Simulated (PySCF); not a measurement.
F₂H₆Si₃, SMILES F[Si](F)([SiH3])[SiH3]. Coordinates come from a TPSSh-D3(BJ)/def2-SVP optimisation.

All values below come from TPSSh-D3(BJ)/def2-SVP (PySCF).

Harmonic wavenumbers (cm⁻¹): 86, 89, 94, 131, 138, 206, 268, 378, 425, 496, 537, 542, 570, 833, 867, 904, 912, 938, 944, 947, 949, 2243, 2247, 2254, 2257, 2262, 2263. Rotational constants (GHz): 2.574, 1.512, 1.299; symmetry number 2.

Problem. Work out the zero-point energy and the ideal-gas rigid-rotor harmonic-oscillator thermochemistry at 298.15 K and 1 atm.

Solution. ZPE = ½ Σ hcν = ½ × 24781 cm⁻¹ = 148.22 kJ/mol. H − E(el) = 175.07 kJ/mol. Entropy in J/(mol K): translation 169.29, rotation 113.66, vibration 107.74, total 390.69. G − E(el) = 58.59 kJ/mol. Cp = 137.02 J/(mol K). Modes under 150 cm⁻¹ make the vibrational entropy uncertain.
